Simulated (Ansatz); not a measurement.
Start from `C[SiH](Cl)C#C[Si](F)(F)Cl` and change one atom or group to get `C=C[Si@H](Cl)C#C[Si@H](C)Cl`.

Ansatz, PBE0-D4/def2-TZVP geometries, multiplicity 1. Each molecule was computed in one conformer, which needn't be the lowest.

| property | `C[SiH](Cl)C#C[Si](F)(F)Cl` |
| --- | --- |
| LUMO energy (B3LYP/def2-TZVPP) / eV | -1.70 |
| HOMO–LUMO gap (ωB97M-V/def2-TZVPP) / eV | 11.55 |
| LUMO energy (ωB97M-V/def2-TZVPP) / eV | 0.51 |
| HOMO energy (ωB97M-V/def2-TZVPP) / eV | -11.04 |
| HOMO energy (PBE0/def2-TZVPP) / eV | -8.85 |
| HOMO energy (PBE/def2-TZVPP) / eV | -7.57 |

Q: What does the change do to each property? (Estimate.)

A: Ansatz gave: 
```csv
property,`C=C[Si@H](Cl)C#C[Si@H](C)Cl`,shift
LUMO energy (B3LYP/def2-TZVPP) / eV,-1.57,0.13
HOMO–LUMO gap (ωB97M-V/def2-TZVPP) / eV,11.09,-0.46
LUMO energy (ωB97M-V/def2-TZVPP) / eV,0.61,0.10
HOMO energy (ωB97M-V/def2-TZVPP) / eV,-10.48,0.56
HOMO energy (PBE0/def2-TZVPP) / eV,-8.27,0.58
HOMO energy (PBE/def2-TZVPP) / eV,-7.10,0.47
```

With PBE0 the HOMO rises by 0.58 eV and the LUMO rises by 0.14 eV, so the gap narrows by about 0.44 eV. PBE moves the HOMO by 0.47 eV and ωB97M-V by 0.56 eV.

B3LYP here is the variant with VWN-RPA as its local correlation; programs differ in this.
